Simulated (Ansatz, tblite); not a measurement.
Removing and adding an electron: Pb₂O₅H₆, a hydroxylated oxide cluster. Total charge 0; singlet. Geometry: r2SCAN-D4/def2-SVP. Ansatz, gas phase; energy differences of separate SCF runs; the oxidised species was run as a doublet alone; the reduced species was run as a doublet alone.

```
atom   x (Å)   y (Å)   z (Å)
 Pb1   0.024  -1.572   0.765
 Pb2   0.156   0.938  -1.475
  O3   1.589   2.354   0.262
  O4   1.845  -0.179  -0.494
  O5  -0.578  -1.270  -1.418
  O6  -0.497   0.718   0.704
  O7  -2.192  -1.269   0.716
  H8   2.105   1.518   0.221
  H9   0.882   2.102   0.889
 H10   2.405  -0.708  -1.081
 H11  -1.538  -1.331  -1.227
 H12  -1.443   0.448   0.802
 H13  -2.758  -1.750   1.335
```

In the def2 sets Pb takes a core potential; there is no spin–orbit coupling. The xTB rows come from tblite. HOMO above LUMO, or a gap near zero within one spin, warns that the state may not be the lowest or that an electron is smeared out.

| level | −HOMO (eV) | vertical IE (eV) | −LUMO (eV) | vertical EA (eV) | HOMO–LUMO gap (eV) | IE − EA (eV) | remarks |
| --- | --- | --- | --- | --- | --- | --- | --- |
| GFN1-xTB | 10.42 | 13.79 | 4.54 | 1.62 | 5.87 | 12.18 | – |
| GFN2-xTB | 9.78 | 13.13 | 4.98 | 2.27 | 4.80 | 10.86 | – |
| PBE-D4/def2-TZVP | 5.86 | 8.44 | 1.83 | – | 4.03 | – | gap within one spin near zero (+1 doublet) |
| PBE-D4/def2-TZVPD | 5.96 | – | 1.91 | 0.08 | 4.05 | – | HOMO above zero (-1 doublet) |
| PBE0-D4/def2-TZVP | 7.10 | 8.84 | 1.16 | – | 5.95 | – | – |
| PBE0-D4/def2-TZVPD | 7.17 | – | 1.23 | -0.04 | 5.95 | – | HOMO above zero (-1 doublet) |
| BHLYP-D4/def2-TZVP | 8.25 | 9.07 | 0.55 | – | 7.71 | – | – |
| BHLYP-D4/def2-TZVPD | 8.31 | – | 0.63 | -0.18 | 7.68 | – | HOMO above zero (-1 doublet) |

Relaxing the reduced species (r2SCAN-D4/def2-SVPD) changes its energy by -0.52 eV at PBE-D4/def2-TZVPD, so the adiabatic electron affinity to this nearest minimum is 0.60 eV. On the way the bond Pb2–O6 breaks. At PBE0-D4/def2-TZVPD it is 0.60 eV. The highest occupied level of the relaxed charge -1 doublet lies above zero (up to 0.44 eV). By energy differences its removal costs 0.60 eV (each at its own geometry, to the charge 0 singlet, at PBE-D4/def2-TZVPD); the vertical value is larger still, so the positive level points to self-interaction error.     A HOMO above zero means that the electron is unbound at that level or that self-interaction error raises the level; the energy of removing that electron tells which. Raw xTB energy differences between charge states are shifted by several eV; the methods need an empirical correction for them. A negative affinity means that the extra electron isn't bound; its size then hangs on the basis.
